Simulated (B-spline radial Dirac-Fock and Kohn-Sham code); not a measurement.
Electron momentum distribution of Rh⁴¹⁺: Compton profiles

System: Rh⁴¹⁺, configuration 1s2 2s2.

The computed values come from a B-spline atomic structure program: the impulse approximation on relativistic Hartree-Fock (Dirac-Fock) wave functions, averaged over the configuration. pz is in atomic units of momentum; subshell profiles are per electron, for a selection of subshells; open shells are spread over both j values by their weights.

```tsv
pz	J total	J 1s1/2	J 2s1/2
0	0.1580	0.0182	0.0608
0.59	0.1574	0.0182	0.0605
0.84	0.1567	0.0182	0.0602
1.2	0.1553	0.0182	0.0595
1.7	0.1527	0.0181	0.0582
2.4	0.1477	0.0181	0.0558
3.5	0.1371	0.0179	0.0507
5	0.1191	0.0176	0.0420
7.1	0.09217	0.0170	0.0291
10	0.06115	0.0158	0.0147
14	0.03730	0.0139	0.00471
21	0.02410	0.0103	0.00173
29	0.01660	0.00672	0.00158
42	0.007627	0.00305	0.000759
60	0.002464	0.00102	0.000214
85	0.0006183	0.000263	4.64e-05
```

J(0) = 0.1580. The 2s1/2 subshell gives the largest part, 77 %.

Mean momentum ⟨p⟩ by subshell (a.u.): 1s1/2 40.7, 2s1/2 15.4.
